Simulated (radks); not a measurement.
All-electron atom: Sc in [Ar] 3d1 4s2. Calculated with a radial shooting solver on a logarithmic mesh with Libxc functionals: scalar-relativistic Kohn-Sham, LB94 model potential, spin-polarised, spherical densities, finite nucleus; open shells are filled with parallel spins first; Fermi nuclear charge, rms radius 3.5459 fm.

Unscreened Slater integrals over Kohn-Sham orbitals (cm^-1). They are taken over the spin-up orbitals.

integral,value
"F0(4s,4s)",56816
"F0(4s,3d)",70693
"G2(4s,3d)",11923
"F0(4s,3p)",73673
"G1(4s,3p)",5009.6
"F0(4s,3s)",74213
"G0(4s,3s)",3490.1
"F0(3d,3d)",126200
"F2(3d,3d)",56861
"F4(3d,3d)",35099
"F0(3d,3p)",144300
"F2(3d,3p)",66284
"G1(3d,3p)",82833
"G3(3d,3p)",49283
"F0(3d,3s)",148760
"G2(3d,3s)",61734
"F0(3p,3p)",169870
"F2(3p,3p)",84845
"F0(3p,3s)",176240
"G1(3p,3s)",116800
"F0(3s,3s)",183390

Derived for the open shells (J is the average intra-shell exchange parameter used in DFT+U). 3d: Racah B = F2/49 - 5 F4/441 = 762.5 cm^-1, C = 35 F4/441 = 2786 cm^-1, C/B = 3.65, F4/F2 = 0.617, J = (F2 + F4)/14 = 6569 cm^-1.
